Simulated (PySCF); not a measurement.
Compound: C2F5O3S (charge -1).
Numbering: `[O:1]=[S:2](=[O:3])([O-:4])[C:5]([F:6])([F:7])[C:8]([F:9])([F:10])[F:11]`

Method used: PySCF, PBE0-D3(BJ)/def2-SVP geometry optimisation, gas phase.

(1) What internal coordinates does the optimisation give?

Answers

(1) 
```
               bond  length (Å)          order
O1=S2, S2=O3, S2–O4       1.469  double/single
              S2–C5       1.871         single
       C5–F6, C5–F7       1.349         single
              C5–C8       1.537         single
      C8–F9, C8–F11       1.326         single
             C8–F10       1.347         single
```

Bonds in one row agree within 0.01 Å and their mean is given. Orders are formal, as drawn. A selection of angles:
```
    angle  degrees
 O1–S2–O3    115.6
 O1–S2–C5    102.4
 S2–C5–F6    110.3
 S2–C5–C8    115.6
 F6–C5–F7    107.7
 F6–C5–C8    106.2
 F7–C5–C8    106.9
 C5–C8–F9    112.2
C5–C8–F10    109.6
F9–C8–F10    107.2
F9–C8–F11    108.8
```

Torsions: O1–S2–C5–F6 166° (antiperiplanar); S2–C5–C8–F9 50° (synclinal). The mirror-image conformer, all signs reversed, is as good.

Of the pairs four or more bonds apart, O3···F11 is among the closest relative to their van der Waals radii: 2.91 Å, 97 % of the sum of Bondi's values. All 3 O–S bonds measure 1.468 to 1.471 Å. S2 (sulfonyl sulfur) is distorted tetrahedral (angles from 101.8° to 115.8°). The 5 C–F bonds span 1.325 Å (C8–F9, drawn single) to 1.350 Å (C5–F6, drawn single), a spread of 0.025 Å.

Point group: C1 (no symmetry element, even within 0.4 Å). No frequency check. The geometry's basis has no diffuse functions, a weakness for an anion.

Hardware: Intel Xeon Platinum 8488C, 2 threads, shared host. Cost: 1.7 min wall, 4.5 min CPU, 0.72 GiB resident at most. That covers the optimisation of the geometry.
